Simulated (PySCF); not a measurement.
Structure problem from calculated spectra and properties.

Formula: Cl2GaH3Si.

| Item | Value |
| --- | --- |
| 1H NMR | chemical shifts (computed TMS as zero) by class: 3.62 (3 H) ppm [GIAO B3LYP/pcSseg-1 (pcSseg-2 on Ga)] |
| UV, first state | lowest singlet excitation: 5.33 eV (233 nm, f = 0.014) [TDDFT wB97X-D/def2-SVPD] |
| UV, strongest line | among the 15 lowest singlet transitions: S4 at 6.57 eV (189 nm, f = 0.260) [TDDFT wB97X-D/def2-SVPD] |
| Dipole | 3.01 D [wB97X-D/def2-SVPD] |
| Triplet | lowest triplet excitation (Tamm–Dancoff): 4.71 eV [TDA wB97X-D/def2-SVPD] |
| Polarisability | 87.0 au [wB97X-D/def2-SVPD] |
| Rotational structure | rotational constants A, B, C: 2.198, 1.758, 0.988 GHz [PBE0-D3(BJ)/def2-SVP] |
| NMR, other nuclei | isotropic shieldings of nuclei other than C and H, by class: 443 (1 Si), 734 (2 Cl), 1260 (1 Ga) ppm [GIAO B3LYP/pcSseg-1 (pcSseg-2 on Ga)] |
| XPS | Si2p3/2 107.4, Cl2p3/2 205.5 (×2), Si1s 1847.1, Cl1s 2828.1 (×2) eV [ΔSCF SCAN, pcX-2 on the ionised atom, pcseg-1 elsewhere, spin-free X2C, 2p3/2 from a spin–orbit splitting computed afterwards within the 2p shell] |

The electronic properties come from PySCF, for the isolated species, density fitting. Levels stand in brackets. Geometry: PBE0-D3(BJ)/def2-SVP; no solvent, vibrations or thermal averaging. The calculation (core ionisation apart) is non-relativistic and has no spin–orbit coupling, an omission that weighs most on gallium. Each NMR value is the plain mean over a class of atoms that symmetry, rotation or inversion makes alike.

Task: What is the compound? Reason from the data.

Result: All hydrogens form one class (3.62 ppm): hydrogen on silicon. The other shieldings belong to: 443 ppm, silicon bonded to Ga and 3 H; 734 ppm, chlorine bonded to Ga; 1260 ppm, gallium bonded to 2 Cl and Si. The core levels belong to: Si2p3/2 107.4 eV, silicon bonded to Ga and 3 H; Cl2p3/2 205.5 eV, chlorine bonded to Ga; Si1s 1847.1 eV, silicon bonded to Ga and 3 H; Cl1s 2828.1 eV, chlorine bonded to Ga. One atom of each topological class was ionised and stands for its class. No core level of Ga was computed. By its constants the optimised geometry is an asymmetric top. Structure: `[SiH3][Ga]([Cl])[Cl]` (GaCl2(SiH3)). The assignments are read from this structure; whether some other isomer fits the data as well wasn't checked.
